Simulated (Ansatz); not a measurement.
C3H10O2Si, singlet, geometry from GFN2-xTB; SC-NEVPT2/STO-3G, CASSCF(2,2) run with Ansatz (an electronic-structure program).

The Ansatz input:
Ansatz 0.2 input:
```yaml
crystal:
  periodic: [false, false, false]
  atoms:
    - {symbol: Si, position_ang: [1.06926607, 0.74905300, -0.73182071]}
    - {symbol: O, position_ang: [2.50925274, 0.79154153, 0.00546806]}
    - {symbol: O, position_ang: [0.16393768, -0.22806096, 0.19245666]}
    - {symbol: C, position_ang: [-1.15623459, -0.66136954, 0.00716184]}
    - {symbol: C, position_ang: [-2.14041450, 0.47016170, 0.28754952]}
    - {symbol: C, position_ang: [-1.39629886, -1.84810595, 0.93706420]}
    - {symbol: H, position_ang: [0.61242769, 2.13401551, -0.75263446]}
    - {symbol: H, position_ang: [1.18153119, 0.19038309, -2.08219961]}
    - {symbol: H, position_ang: [2.76848859, 0.07170605, 0.57508620]}
    - {symbol: H, position_ang: [-1.27775865, -0.98777935, -1.03659730]}
    - {symbol: H, position_ang: [-3.16158269, 0.11490136, 0.18001498]}
    - {symbol: H, position_ang: [-1.99512972, 0.83887461, 1.29991528]}
    - {symbol: H, position_ang: [-1.97299281, 1.28822089, -0.40783771]}
    - {symbol: H, position_ang: [-0.67363033, -2.63351142, 0.73086424]}
    - {symbol: H, position_ang: [-1.28044652, -1.53333932, 1.97125293]}
    - {symbol: H, position_ang: [-2.39846752, -2.24217523, 0.79357404]}
basis:
  gaussian:
    orbitals: STO-3G
magnetization: {spin_polarized: false}
correlation: {method: sc_nevpt2, electrons: all, active_space: {window: {electrons: 2, orbitals: 2}}}
```

What the program printed (banner, timings and long lists left out):

```
Functional definition: HF
597 factors; integrals over basis functions are off by at most 3.8e-5 eV
mean field evaluation 1: about -15000.3380 eV, gradient 2.9e1 eV
mean field evaluation 2: about -15000.6407 eV, gradient 2.9e1 eV
mean field evaluation 4: about -15003.4529 eV, gradient 1.5e0 eV
mean field evaluation 8: about -15003.4622 eV, gradient 1.6e-5 eV
mean field -15003.46220376 eV, -551.3670662762 hartree, gradient 1.1e-6 eV, S^2 0.000000; 0 other end points of the search recorded, 0 dependent functions left out
reference -15003.46220376 eV, -551.3670662762 hartree; 29, 29 occupied and 15, 15 virtual orbitals, 597 factors
state -15003.94187656 eV, -551.3846939263 hartree
state -15003.94187656 eV, -551.3846939263 hartree; corrected -15010.57727756 eV, -551.6285404154 hartree
state -15003.87061498 eV, -551.3820751118 hartree
state -15003.87061498 eV, -551.3820751118 hartree; corrected -15010.62076432 eV, -551.6301385244 hartree
state -15003.87061498 eV, -551.3820751118 hartree; corrected -15010.62076432 eV, -551.6301385244 hartree
the orbitals are reached from a further start. From the first start the search ends at -15003.94187125 eV, -551.3846937314 hartree
WARN: the results are in doubt because another end's mean lies 0.071 eV lower, and its corrected mean 0.043 eV higher
Total energy: -15010.62076432 eV, -551.6301385244 hartree
In doubt: another end's mean lies 0.071 eV lower, and its corrected mean 0.043 eV higher
```
